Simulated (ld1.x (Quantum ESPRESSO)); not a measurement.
**u(r) = r·R(r): atom against pseudo-atom (Hg)**

Columns: radius, all-electron u(r) and pseudo u(r) of the 6p shell (level -7.68 eV) of mercury in the configuration [Xe] 4f14 5d10 6s1 6p0; LDA (PZ), scalar-relativistic, ultrasoft scheme, ld1.x (Quantum ESPRESSO) 7.5.

```json
{"r (bohr)": "0.148", "all-electron": "-0.1042", "pseudo": "0.0057"}
{"r (bohr)": "0.295", "all-electron": "0.1486", "pseudo": "0.0222"}
{"r (bohr)": "0.443", "all-electron": "0.0714", "pseudo": "0.0491"}
{"r (bohr)": "0.590", "all-electron": "-0.1324", "pseudo": "0.0847"}
{"r (bohr)": "0.738", "all-electron": "-0.2492", "pseudo": "0.1279"}
{"r (bohr)": "0.885", "all-electron": "-0.2527", "pseudo": "0.1763"}
{"r (bohr)": "1.033", "all-electron": "-0.1797", "pseudo": "0.2284"}
{"r (bohr)": "1.180", "all-electron": "-0.0700", "pseudo": "0.2816"}
{"r (bohr)": "1.328", "all-electron": "0.0512", "pseudo": "0.3346"}
{"r (bohr)": "1.475", "all-electron": "0.1671", "pseudo": "0.3850"}
{"r (bohr)": "1.623", "all-electron": "0.2717", "pseudo": "0.4321"}
{"r (bohr)": "1.770", "all-electron": "0.3607", "pseudo": "0.4741"}
{"r (bohr)": "1.918", "all-electron": "0.4345", "pseudo": "0.5110"}
{"r (bohr)": "2.065", "all-electron": "0.4928", "pseudo": "0.5417"}
{"r (bohr)": "2.213", "all-electron": "0.5378", "pseudo": "0.5667"}
{"r (bohr)": "2.360", "all-electron": "0.5702", "pseudo": "0.5856"}
{"r (bohr)": "2.508", "all-electron": "0.5920", "pseudo": "0.5989"}
{"r (bohr)": "2.655", "all-electron": "0.6044", "pseudo": "0.6067"}
{"r (bohr)": "2.802", "all-electron": "0.6090", "pseudo": "0.6094"}
{"r (bohr)": "2.950", "all-electron": "0.6069", "pseudo": "0.6069"}
{"r (bohr)": "3.098", "all-electron": "0.5992", "pseudo": "0.5992"}
{"r (bohr)": "3.245", "all-electron": "0.5870", "pseudo": "0.5870"}
{"r (bohr)": "3.393", "all-electron": "0.5712", "pseudo": "0.5712"}
{"r (bohr)": "3.540", "all-electron": "0.5526", "pseudo": "0.5526"}
{"r (bohr)": "3.688", "all-electron": "0.5318", "pseudo": "0.5318"}
{"r (bohr)": "3.835", "all-electron": "0.5095", "pseudo": "0.5095"}
```

(1) How many radial nodes do the two functions have?

(2) At about which radius was the pseudo-wave matched?

(3) Is the pseudo-wave norm-conserving?

Results:

(1) The all-electron 6p function has n − l − 1 = 4 (the table is too coarse to show those close to the nucleus); the pseudo-wave has 0, since the states of the same l below it are removed with the core.

(2) 2.95 bohr. The columns agree to 0.0005 from 2.80 bohr on; several derivatives are matched, so the curves merge somewhat inside the radius.

(3) No, it belongs to an ultrasoft set: the norm inside the radius is not constrained, and the difference is carried by the augmentation charge.
